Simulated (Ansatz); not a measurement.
Job for Ansatz (a first-principles code): U-BHLYP/def2-TZVPP on F2Ru (SMILES [F][Ru][F]), 2S+1 = 5, a spin state set in the input, which need not be the lowest. Elements past Kr take the def2 small-core potentials; no spin–orbit coupling.

Ansatz 0.2 input:
```yaml
crystal:
  periodic: [false, false, false]
  atoms:
    - {symbol: Ru, position_ang: [-0.01060934, 0.01605420, -0.02313884]}
    - {symbol: F, position_ang: [-0.24055315, 1.40732573, -1.26433104]}
    - {symbol: F, position_ang: [0.21789377, -1.37610833, 1.21715025]}
basis:
  gaussian:
    orbitals: def2-TZVPP
hamiltonian:
  xc: {name: BHLYP}
magnetization: {spin_polarized: true, initial_magnetization: 4}
```

Output:

```
WARN ansatz: RAYON_NUM_THREADS=1 ignored (pool sized by the plan → 1); use --threads N
Functional definition: BHLYP
integrals: 0.03 GiB planned
783 factors; their error is unknown
mean field: 0.44 GiB planned
mean field evaluation 1: about -8011.6788 eV, gradient 2.8e1 eV
mean field evaluation 2: about -8010.2115 eV, gradient 3.7e1 eV
mean field evaluation 4: about -8014.0046 eV, gradient 1.6e0 eV
mean field evaluation 8: about -8014.0290 eV, gradient 2.0e-2 eV
mean field evaluation 16: about -8014.1169 eV, gradient 9.6e-4 eV
mean field evaluation 32: about -8014.1169 eV, gradient 1.7e-4 eV
mean field evaluation 64: about -8014.1169 eV, gradient 1.5e-3 eV
mean field -8014.11691678 eV, -294.5133645281 hartree, gradient 1.5e-6 eV, S^2 6.008687; 8 other end points of the search recorded, 0 dependent functions left out
reference -8014.11707027 eV, -294.5133701688 hartree; 19, 15 occupied and 99, 103 virtual orbitals, 783 factors
Total energy: -8014.11707027 eV, -294.5133701688 hartree
```

The run converged.

Cost: around 16 core-seconds (rough).
